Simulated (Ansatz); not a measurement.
Molecule: C₂H₇Si, charge 0, multiplicity 2. It need not be the lowest isomer of its formula. SMILES: [SiH2]CC
Geometry from a B3LYP-D3(BJ)/def2-TZVP (Ansatz, a program for electronic structure) optimisation:
```xyz
10

C     -1.5047    -0.6675    -0.3072
C     -0.6468     0.5680     0.0106
Si     1.1911     0.1706     0.1835
H     -1.1975    -1.1339    -1.2450
H     -1.4218    -1.4213     0.4779
H     -2.5602    -0.3992    -0.3998
H     -0.7649     1.3213    -0.7731
H     -0.9876     1.0359     0.9381
H      1.7371    -0.3998    -1.0789
H      1.4285    -0.7952     1.2917
```
Charge 0, spin multiplicity 2.

Property: atomisation energy (electronic, to ground-state atoms); the coupled-cluster value holds the core correlation from cc-pwCVTZ, in eV. Cores are frozen in the correlated levels unless marked. UHF or UKS for open shells. No spin-orbit coupling. Non-relativistic. CBS marks a two-point X^-3 extrapolation of the correlation energy; Hartree-Fock from the larger set.

Level to compare with: CCSD(T)/CBS(aug-cc-pV(T+d)Z,aug-cc-pV(Q+d)Z) plus the core term (Ansatz), 35.76 eV. It is a level with limits of its own, and the differences hold the functionals' basis error too.

Q: Rank these functionals by how close they come to CCSD(T)/CBS(aug-cc-pV(T+d)Z,aug-cc-pV(Q+d)Z), closest first: PBE/def2-TZVPD (Ansatz); SVWN5/def2-TZVPD (Ansatz); B3LYP/def2-TZVPD (Ansatz); HSE06/def2-TZVPD (Ansatz).

A: PBE/def2-TZVPD (GGA, 35.82 eV, difference 0.06), HSE06/def2-TZVPD (screened hybrid, 35.65 eV, difference -0.11), B3LYP/def2-TZVPD (global hybrid, 35.49 eV, difference -0.27), SVWN5/def2-TZVPD (LDA, 39.90 eV, difference 4.14)
